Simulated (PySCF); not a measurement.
PySCF input for SiHF, SMILES F[SiH] (connectivity only; charge and spin as stated), neutral, multiplicity 1, ADC(3)/aug-cc-pVDZ. Coordinates come from a r2SCAN-D4/def2-TZVPD optimisation. The isomer is the one that the SMILES or the coordinates give; other isomers of the formula were not compared.

```python
import numpy as np
from pyscf import gto, scf, dft, adc

mol = gto.M(
    atom='''
    Si    0.11834582    0.59025924    0.00000000
    H    -1.39139653    0.89704828    0.00000000
    F    -0.02949388   -1.01785307    0.00000000
    ''',
    basis='aug-cc-pVDZ',
    charge=0,
    spin=0,
    max_memory=1600,
    verbose=4,
)
mf = scf.RHF(mol)
mf.conv_tol = 1e-10
mf.max_cycle = 100
mf.kernel()
res = {}
for kind, nroots in (('ee', 6), ('ip', 6), ('ea', 2)):
    a = adc.ADC(mf).density_fit('aug-cc-pvdz-ri')
    a.method, a.method_type = 'adc(3)', kind
    e, v, p, x = a.kernel(nroots=nroots)
    res[kind] = (e * 27.211386245988, p)
for kind, (e, p) in res.items():
    print(kind, 'energies / eV', np.round(e, 3), 'strengths', np.round(p, 4))
```

Log of the run:

```
PySCF version 2.14.0

[INPUT] verbose = 4
[INPUT] num. atoms = 3
[INPUT] num. electrons = 24
[INPUT] charge = 0
[INPUT] spin (= nelec alpha-beta = 2S) = 0
[INPUT] symmetry False subgroup None
[INPUT] Mole.unit = angstrom
[INPUT] Symbol           X                Y                Z      unit          X                Y                Z       unit  Magmom
[INPUT]  1 Si     0.118345820000   0.590259240000   0.000000000000 AA    0.223641187787   1.115428306094   0.000000000000 Bohr   0.0
[INPUT]  2 H     -1.391396530000   0.897048280000   0.000000000000 AA   -2.629358372370   1.695175569712   0.000000000000 Bohr   0.0
[INPUT]  3 F     -0.029493880000  -1.017853070000   0.000000000000 AA   -0.055735355551  -1.923463537348   0.000000000000 Bohr   0.0

nuclear repulsion = 48.1240009009433
number of shells = 21
number of NR pGTOs = 96
number of NR cGTOs = 59
basis = aug-cc-pVDZ
ecp = {}


[settings echo left out]
init E= -388.745894328757
  HOMO = -0.214658750059927  LUMO = -0.0473867675749116  gap/eV = 4.55170
cycle= 1 E= -388.918745787383  delta_E= -0.173  |g|= 0.444  |ddm|= 1.53
  HOMO = -0.368552190363443  LUMO = -0.0128522356723098  gap/eV = 9.67909
cycle= 2 E= -388.949560055009  delta_E= -0.0308  |g|= 0.295  |ddm|= 0.55
  HOMO = -0.358917574189046  LUMO = -0.000660516825528923  gap/eV = 9.74867
cycle= 3 E= -388.963445313022  delta_E= -0.0139  |g|= 0.0289  |ddm|= 0.169
  HOMO = -0.351440576893769  LUMO = 0.0067296810574522  gap/eV = 9.74631
cycle= 4 E= -388.963838986676  delta_E= -0.000394  |g|= 0.00666  |ddm|= 0.084
  HOMO = -0.352329656421109  LUMO = 0.00632908541389376  gap/eV = 9.75960
cycle= 5 E= -388.963873647616  delta_E= -3.47e-05  |g|= 0.00162  |ddm|= 0.0328
  HOMO = -0.352525792435619  LUMO = 0.00616144387525974  gap/eV = 9.76038
cycle= 6 E= -388.963876691174  delta_E= -3.04e-06  |g|= 0.000444  |ddm|= 0.0103
  HOMO = -0.352484838573609  LUMO = 0.00619005512336201  gap/eV = 9.76004
cycle= 7 E= -388.963876942183  delta_E= -2.51e-07  |g|= 9.34e-05  |ddm|= 0.00235
  HOMO = -0.352481164896304  LUMO = 0.00618770024925652  gap/eV = 9.75988
cycle= 8 E= -388.963876952088  delta_E= -9.91e-09  |g|= 2.04e-05  |ddm|= 0.000342
  HOMO = -0.352481159059418  LUMO = 0.00618705618062698  gap/eV = 9.75986
cycle= 9 E= -388.96387695253  delta_E= -4.42e-10  |g|= 4.23e-06  |ddm|= 6.36e-05
  HOMO = -0.352481226887837  LUMO = 0.00618711408148975  gap/eV = 9.75986
cycle= 10 E= -388.963876952547  delta_E= -1.69e-11  |g|= 6.65e-07  |ddm|= 1.55e-05
  HOMO = -0.352481162576288  LUMO = 0.0061871872737056  gap/eV = 9.75986
Extra cycle  E= -388.963876952548  delta_E= -1.02e-12  |g|= 2.7e-07  |ddm|= 1.91e-06
converged SCF energy = -388.963876952548

******** <class 'pyscf.adc.radc.RADC'> ********
******** ADC Orbital Information ********
Number of Frozen Occupied Orbitals: 0
Number of Frozen Virtual Orbitals: 0
Number of Active Occupied Orbitals: 12
Number of Active Virtual Orbitals: 47
*****************************************
******** <class 'pyscf.df.df.DF'> ********
auxbasis = aug-cc-pvdz-ri
Reference correlation energy (doubles): -0.31389136
MP3 correlation energy of reference state (a.u.) = -0.31389136

******** <class 'pyscf.adc.radc_ee.RADCEE'> ********
max_space = 12
max_cycle = 50
conv_tol = 1e-08

*************************************************************
        ADC calculation summary (singlet states only)
*************************************************************
adc(3) root 0  |  Energy (Eh) =   0.1057173938  |  Energy (eV) =   2.87671681  |  Osc. strength = 0.02733026  |  conv = True
adc(3) root 1  |  Energy (Eh) =   0.1981813840  |  Energy (eV) =   5.39279014  |  Osc. strength = 0.03649136  |  conv = True
adc(3) root 2  |  Energy (Eh) =   0.2125702205  |  Energy (eV) =   5.78433033  |  Osc. strength = 0.06057393  |  conv = True
adc(3) root 3  |  Energy (Eh) =   0.2392078526  |  Energy (eV) =   6.50917722  |  Osc. strength = 0.19706529  |  conv = True
adc(3) root 4  |  Energy (Eh) =   0.2715480088  |  Energy (eV) =   7.38919769  |  Osc. strength = 0.02376666  |  conv = False
adc(3) root 5  |  Energy (Eh) =   0.2737343277  |  Energy (eV) =   7.44869046  |  Osc. strength = 0.05781587  |  conv = True

WARN: Davidson iterations for 1 root(s) did not converge!!!


******** <class 'pyscf.adc.radc.RADC'> ********
******** ADC Orbital Information ********
Number of Frozen Occupied Orbitals: 0
Number of Frozen Virtual Orbitals: 0
Number of Active Occupied Orbitals: 12
Number of Active Virtual Orbitals: 47
*****************************************
******** <class 'pyscf.df.df.DF'> ********
auxbasis = aug-cc-pvdz-ri
Reference correlation energy (doubles): -0.31389136
MP3 correlation energy of reference state (a.u.) = -0.31389136

******** <class 'pyscf.adc.radc_ip.RADCIP'> ********
max_space = 12
max_cycle = 50
conv_tol = 1e-08

*************************************************************
        ADC calculation summary (doublet states only)
*************************************************************
adc(3) root 0  |  Energy (Eh) =   0.3492779573  |  Energy (eV) =   9.50433732  |  Spec. factor = 1.83164603  |  conv = True
adc(3) root 1  |  Energy (Eh) =   0.4572106991  |  Energy (eV) =  12.44133683  |  Spec. factor = 0.01149322  |  conv = True
adc(3) root 2  |  Energy (Eh) =   0.5265966354  |  Energy (eV) =  14.32942432  |  Spec. factor = 1.56609180  |  conv = True
adc(3) root 3  |  Energy (Eh) =   0.5868329796  |  Energy (eV) =  15.96853874  |  Spec. factor = 0.13054045  |  conv = True
adc(3) root 4  |  Energy (Eh) =   0.6135206989  |  Energy (eV) =  16.69474857  |  Spec. factor = 1.72957210  |  conv = True
adc(3) root 5  |  Energy (Eh) =   0.6225351460  |  Energy (eV) =  16.94004417  |  Spec. factor = 1.67364285  |  conv = True

******** <class 'pyscf.adc.radc.RADC'> ********
******** ADC Orbital Information ********
Number of Frozen Occupied Orbitals: 0
Number of Frozen Virtual Orbitals: 0
Number of Active Occupied Orbitals: 12
Number of Active Virtual Orbitals: 47
*****************************************
******** <class 'pyscf.df.df.DF'> ********
auxbasis = aug-cc-pvdz-ri
Reference correlation energy (doubles): -0.31389136
MP3 correlation energy of reference state (a.u.) = -0.31389136

******** <class 'pyscf.adc.radc_ea.RADCEA'> ********
max_space = 12
max_cycle = 50
conv_tol = 1e-08

*************************************************************
        ADC calculation summary (doublet states only)
*************************************************************
adc(3) root 0  |  Energy (Eh) =  -0.0218033331  |  Energy (eV) =  -0.59329891  |  Spec. factor = 1.82512819  |  conv = True
adc(3) root 1  |  Energy (Eh) =   0.0366961497  |  Energy (eV) =   0.99855310  |  Spec. factor = 1.92917770  |  conv = True
ee energies / eV [2.877 5.393 5.784 6.509 7.389 7.449] strengths [0.0273 0.0365 0.0606 0.1971 0.0238 0.0578]
ip energies / eV [ 9.504 12.441 14.329 15.969 16.695 16.94 ] strengths [1.8316 0.0115 1.5661 0.1305 1.7296 1.6736]
ea energies / eV [-0.593  0.999] strengths [1.8251 1.9292]
```

Convergence was not reached.
